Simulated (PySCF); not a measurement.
Radial density of Al⁺ (aluminium, charge +1)

UHF, [Ne] 3s2, closed-shell 1S. Computed with PySCF 2.14 in def2-TZVP (5s5p2d1f, 37 functions), with no relativity, point nucleus.

```tsv
r (bohr)	4πr²ρ (e/bohr)
0.00233	0.08992
0.00392	0.2451
0.00659	0.6449
0.0111	1.626
0.0186	3.779
0.0314	7.711
0.0528	12.60
0.0887	14.47
0.149	10.51
0.251	8.862
0.422	12.69
0.710	8.448
1.19	1.857
2.01	1.012
3.38	0.3878
5.69	0.01593
9.56	2.565e-05
```
